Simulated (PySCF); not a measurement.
Isomers of C3H4S. Isolated molecules, 0 K electronic values unless said otherwise. One relaxed conformer stands for each flexible species; it need not be the lowest. Strings in code marks are SMILES.

The T1 excitation (TDA) from two functionals at the same geometries (PBE0-D3(BJ)/def2-TZVP), both in PySCF: PBE-D3(BJ)/def2-TZVP and M06-2X/def2-TZVP. Excitations are Tamm–Dancoff values on a coarser integration grid. The basis has no diffuse functions, so Rydberg states are missing or too high.

```json
[
 {"species": "`SC1C=C1` (H–S–C–C torsion 152°)", "PBE-D3(BJ)/def2-TZVP (eV)": "3.84", "M06-2X/def2-TZVP (eV)": "4.66"},
 {"species": "`CSC#C`", "PBE-D3(BJ)/def2-TZVP (eV)": "3.96", "M06-2X/def2-TZVP (eV)": "4.36"},
 {"species": "`C=C=CS`", "PBE-D3(BJ)/def2-TZVP (eV)": "3.77", "M06-2X/def2-TZVP (eV)": "4.31"},
 {"species": "`C#CCS`", "PBE-D3(BJ)/def2-TZVP (eV)": "4.52", "M06-2X/def2-TZVP (eV)": "4.89"}
]
```

Over these rows, drawn at random from the members with no instability flagged (it was tested for open shells, ions and some series alone), PBE minus M06-2X: mean -0.53 eV, from -0.82 eV to -0.37 eV.
